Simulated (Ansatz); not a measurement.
Input file:

```yaml
crystal:
  periodic: [false, false, false]
  atoms:
    - { symbol: B, position_ang: [-0.097527, 0.305487, 0.068647] }
    - { symbol: H, position_ang: [-0.382429, -0.225872, 1.427586] }
    - { symbol: O, position_ang: [1.206109, -0.130127, -0.203892] }
    - { symbol: H, position_ang: [1.245189, -0.564117, -1.062889] }
    - { symbol: "N", position_ang: [-1.183521, 0.02052, -0.867613] }
    - { symbol: H, position_ang: [-1.335929, -0.969887, -1.047766] }
    - { symbol: H, position_ang: [-2.087235, 0.430088, -0.645896] }
    - { symbol: "N", position_ang: [-0.128014, 1.790147, 0.647225] }
    - { symbol: H, position_ang: [-0.838628, 2.429157, 0.293666] }
    - { symbol: H, position_ang: [0.794195, 2.222502, 0.664566] }
    - { symbol: H, position_ang: [-0.340208, 0.8483, 1.493867] }
basis:
  gaussian: { orbitals: def2-SVP }
hamiltonian:
  xc: r2scan
  dispersion: d4
md:
  timestep: 0.5
  n_steps: 181
  ensemble: nve
  temperature: 300.0
  initial_velocities: maxwell_boltzmann
  seed: 2976
```

Run as:

```bash
$ ansatz run input.yaml --threads 2 --pin off --max-ram 3072MiB --backend cpu --events-out ev --progress --plain --runs-dir out
```

Hardware: 2 threads of Arm Neoverse V2, with other jobs on the host.

Problem. Roughly how long does this run take, and how much memory?

Solution. 6.1 min, with a peak of 0.15 GiB, for 182 ionic steps.
